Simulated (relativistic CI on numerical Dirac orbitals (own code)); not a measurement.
## L2,3 absorption of cobalt in several valence states

Computed multiplet spectra 2p⁶3dⁿ → 2p⁵3dⁿ⁺¹ (Dirac-Coulomb-Breit ions, Slater integrals scaled by 0.7, an assumed crystal field that grows with the charge, no charge transfer; 300 K; Lorentzian 0.4 eV and Gaussian 0.3 eV FWHM at both edges, so that L2 comes out sharper than in experiment). Peaks over 5 % are given in eV from the highest peak in the L3 region of each spectrum (height, largest 100). S of the lowest state is read from ⟨S²⟩, and the branching ratio is the share of L3, cut at the minimum between the edges.

Field parameters in Wybourne normalisation: Td as Oh with Dq negative (B⁴₀ = 21Dq, B⁴₄ = √(5/14) B⁴₀). The field is a parameter set, without covalency.

- Co3+ (d6, Td, 10Dq = -6450 cm⁻¹): S = 2.00, high spin, branching ratio 0.74; peaks -2.7 (11), -0.5 (99), 0.0 (100), 0.8 (63), 2.4 (30), 3.9 (12), 13.0 (12), 13.9 (28), 14.8 (30), 15.3 (32), 17.4 (11), 18.0 (8)
- Co4+ (d5, Td, 10Dq = -7950 cm⁻¹): S = 2.50, high spin, branching ratio 0.76; peaks -2.2 (10), 0.0 (100), 1.3 (41), 3.5 (7), 4.2 (11), 13.8 (12), 14.7 (17), 16.1 (21), 16.7 (25)
- Co5+ (d4, Td, 10Dq = -9400 cm⁻¹): S = 1.99, high spin, branching ratio 0.71; peaks -3.7 (7), -2.8 (12), -1.9 (16), 0.0 (100), 0.8 (81), 2.3 (45), 2.8 (45), 10.1 (19), 11.8 (17), 13.1 (16), 15.3 (30), 15.9 (30), 16.9 (23), 18.5 (11)

Question: What spin state follows for Co2+ in Td, 10Dq = -5000 cm⁻¹, and does its branching ratio lie nearer 2/3 or nearer 0.8?

Answer: Co2+ (d7, Td, 10Dq = -5000 cm⁻¹): S = 1.50, high spin, branching ratio 0.75; peaks 0.0 (100), 0.3 (94), 0.9 (85), 3.7 (13), 15.5 (55), 17.2 (12), 17.9 (8). High-spin states, above all those with an unquenched orbital moment, raise the ratio above the statistical 2/3; low spin and nearly empty shells keep it near or below 2/3.

The centroid of the whole edge, which also moves with the branching ratio, lies at 784.7 (Co2+), 787.3 (Co3+), 791.0 (Co4+), 795.3 (Co5+) eV in this ionic model, in steps of 2.6 to 4.3 eV. Compounds show about 1 to 2 eV a unit and lower energies for the high valences, since ligands screen the charge. The multiplet shape follows the d count and the spin state, and so serves as a fingerprint of valence.
